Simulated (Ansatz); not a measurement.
Reactions of `[SiH3]C=C[SiH3]`.

Isolated molecules relaxed with PBE0-D4/def2-TZVP in Ansatz; ΔE leaves out vibrations. CBS: MP2 limit from def2 TZ/QZ plus the TZ coupled-cluster correction, frozen cores. This one scheme is used for every species. Double bonds are as drawn, so ΔE can hold a change between cis and trans. DFT in def2-TZVPP. B3LYP here is the variant with VWN-RPA as its local correlation; programs differ in this. def2 core potentials past Kr. For In, Sn outer-core shells are correlated without core-valence functions, which leaves a few kJ/mol of doubt a bond. One conformer a species, not always the lowest.

```
                                                                            reaction  MP2/CBS(def2) (eV)  r2SCAN-D4 (eV)  PBE-D4 (eV)  B3LYP-D4 (eV)  CCSD(T)/CBS(def2) (eV)
              `[SiH3]/C=C/[SiH3]` + `[OH][Sn][F]` → `[F][Sn][O][SiH3]` + `C=C[SiH3]`               -1.19           -1.12        -0.99          -1.18                   -1.17
`[SiH3]/C=C/[SiH3]` + `[OH][In]([OH])[OH]` → `[OH][In]([OH])[O][SiH3]` + `C=C[SiH3]`               -1.06           -1.01        -0.85          -1.02                   -1.06
                           `[SiH3]/C=C/[SiH3]` + `BOCO` → `BOCO[SiH3]` + `C=C[SiH3]`               -0.88           -0.84        -0.72          -0.88                   -0.87
                     `[SiH3]/C=C/[SiH3]` + `CC(C)=N` → `CC(C)=N[SiH3]` + `C=C[SiH3]`               -0.32           -0.31        -0.25          -0.32                   -0.29
                     `[SiH3]/C=C/[SiH3]` + `C=C(F)S` → `C=C(F)S[SiH3]` + `C=C[SiH3]`               -0.67           -0.64        -0.62          -0.61                   -0.63
```

Largest T1 diagnostic: 0.018, for `[OH][Sn][F]`.
